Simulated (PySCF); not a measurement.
Zn(OH) (HOZn), SMILES [OH][Zn] (connectivity only; charge and spin as stated), neutral, multiplicity 2. Atoms are numbered in the order given.

```xyz
3

Zn    -0.0060    -0.4312     0.0000
O      0.1147     1.3881     0.0000
H     -0.7378     1.8319     0.0000
```
Charge 0, spin multiplicity 2.

Geometry: PBE0-D3(BJ)/def2-TZVP. The spin state was assumed, not searched. The isomer is the one that the SMILES or the coordinates give; other isomers of the formula were not compared.

Calculation: PBE/def2-TZVPD (PySCF).

Computed frontier levels, dipole moment and polarisability:
```
Quantity                                                                                                        Result
---------------------------------------------------------------------------------------------  -----------------------
α spin, highest occupied and lowest empty level                                                     -5.28 and -1.43 eV
β spin, highest occupied and lowest empty level                                                     -6.55 and -4.13 eV
dipole moment                                                                                                0.360 e·Å
quadrupole, principal values (traceless, Buckingham form, about the centre of nuclear charge)    -5.22, 0.04, 5.17 D·Å
mean static polarisability                                                                        42.4 bohr³ (6.29 Å³)
polarisability, principal values                                                                38.2, 38.8, 50.2 bohr³
⟨S²⟩                                                                                           0.752 (pure state 0.75)
```
